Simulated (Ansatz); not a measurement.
Reaction (isomerisation): `NC(O)(F)[SiH3]` → `NC(O)[SiH2]F`

Gas-phase electronic energies from Ansatz, PBE0-D4/def2-TZVP geometries. CBS: MP2 limit from def2 TZ/QZ plus the TZ coupled-cluster correction, frozen cores. DFT in def2-TZVPP. HSE06 is defined as in plane-wave codes. Each species was taken in one conformer, which may not be the lowest.

CCSD(T)/CBS gives -168.3 kJ/mol.

(1) Another level gave -154.1 kJ/mol. Which?
A. HF/def2-TZVPP
B. HSE06-D4/def2-TZVPP
C. CCSD(T)/def2-TZVPP
D. PBE-D4/def2-TZVPP

Largest T1 diagnostic among the species: 0.012.

Answers

(1) B. HSE06-D4 -154.1, HF/def2-TZVPP -167.1, PBE-D4 -148.2, CCSD(T)/def2-TZVPP -162.6 kJ/mol.

From BLYP to BHLYP (50 % exact exchange), in def2-TZVPP and without D4, ΔE moves by −9.5 kJ/mol. At CCSD(T), def2-SVP lies +38.7 kJ/mol from the extrapolated value and def2-TZVPP +5.7 kJ/mol. Leaving LDA and LC-ωPBE aside and taking each functional with its dispersion term where it has one, the values, not all of them listed here, spread over 17.9 kJ/mol, from BHLYP-D4 to revPBE-D4. LDA lies +7.7 kJ/mol from PBE without D4.

CCSD(T)/CBS has its own doubt, a few kJ/mol and more with outer-core shells, so smaller differences from it don't rank the levels.
